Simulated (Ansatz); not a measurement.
Isolated molecules relaxed with PBE0-D4/def2-TZVP in Ansatz; ΔE leaves out vibrations. CBS: MP2 limit from def2 TZ/QZ plus the TZ coupled-cluster correction, frozen cores. This one scheme is used for every species, atoms too. For atomizations the MP2-based limit and the directly extrapolated one differ by several kJ/mol either way, and by 10 to 25 for some Ge, Se and Sn compounds, so smaller differences from it don't rank the levels. DFT in def2-TZVPP. HSE06 is defined as in plane-wave codes. Open shells (•) are unrestricted, without spin–orbit coupling. Spin–orbit coupling would lower the free atoms: a little for C, O; clearly for Ga. For Ga outer-core shells are correlated without core-valence functions, so the limit isn't a true one: a few kJ/mol of doubt a bond, and 10 to 20 or more in all where bonds break to atoms. Scalar relativity is left out up to krypton.

Reaction (atomization): `CC(C)=[O+][GaH3-]` → 3 C• + Ga• + 9 H• + O•

```json
{"level": "LDA (SPW92)", "ΔE (kJ/mol)": "5700.7", "difference from CCSD(T)/CBS": "697.3"}
{"level": "B97M-V", "ΔE (kJ/mol)": "5036.1", "difference from CCSD(T)/CBS": "32.7"}
{"level": "r2SCAN0-D4", "ΔE (kJ/mol)": "4956.0", "difference from CCSD(T)/CBS": "-47.4"}
{"level": "CAM-B3LYP-D4", "ΔE (kJ/mol)": "5026.8", "difference from CCSD(T)/CBS": "23.4"}
{"level": "ωB97X-V", "ΔE (kJ/mol)": "5013.8", "difference from CCSD(T)/CBS": "10.4"}
{"level": "ωB97M-V", "ΔE (kJ/mol)": "5008.0", "difference from CCSD(T)/CBS": "4.6"}
{"level": "B2PLYP", "ΔE (kJ/mol)": "4947.2", "difference from CCSD(T)/CBS": "-56.2"}
{"level": "revPBE", "ΔE (kJ/mol)": "4876.5", "difference from CCSD(T)/CBS": "-126.9"}
{"level": "BLYP", "ΔE (kJ/mol)": "4915.4", "difference from CCSD(T)/CBS": "-88.0"}
{"level": "HSE06", "ΔE (kJ/mol)": "4981.7", "difference from CCSD(T)/CBS": "-21.7"}
{"level": "LC-ωPBE", "ΔE (kJ/mol)": "4991.4", "difference from CCSD(T)/CBS": "-12.0"}
{"level": "CCSD(T)/def2-SVP", "ΔE (kJ/mol)": "4803.0", "difference from CCSD(T)/CBS": "-200.4"}
{"level": "MP2/def2-TZVPP", "ΔE (kJ/mol)": "4945.7", "difference from CCSD(T)/CBS": "-57.7"}
{"level": "CCSD/def2-TZVPP", "ΔE (kJ/mol)": "4841.1", "difference from CCSD(T)/CBS": "-162.3"}
{"level": "HF/def2-QZVPP", "ΔE (kJ/mol)": "3706.8", "difference from CCSD(T)/CBS": "-1296.6"}
{"level": "CCSD/CBS(def2)", "ΔE (kJ/mol)": "4938.6", "difference from CCSD(T)/CBS": "-64.8"}
{"level": "CCSD(T)/CBS", "ΔE (kJ/mol)": "5003.4", "difference from CCSD(T)/CBS": "0"}
```

Largest T1 diagnostic among the species: 0.015.

The D4 term adds +44.6 kJ/mol with B3LYP and +23.6 kJ/mol with PBE0; it sums over pairs of atoms, weighted by their polarisabilities, and B3LYP, whose exchange is more repulsive, gets the larger term. From BLYP to BHLYP (50 % exact exchange), in def2-TZVPP and without D4, ΔE moves by −76.3 kJ/mol: exact exchange takes away binding that semilocal exchange gives to molecules. In def2-TZVPP, CCSD(T) changes the Hartree–Fock value by +1203.4 kJ/mol (the triples alone add +64.8 kJ/mol) and MP2 by +1243.1 kJ/mol; breaking electron pairs costs correlation energy, which Hartree–Fock lacks.

B3LYP here is the variant with VWN-RPA as its local correlation; programs differ in this.
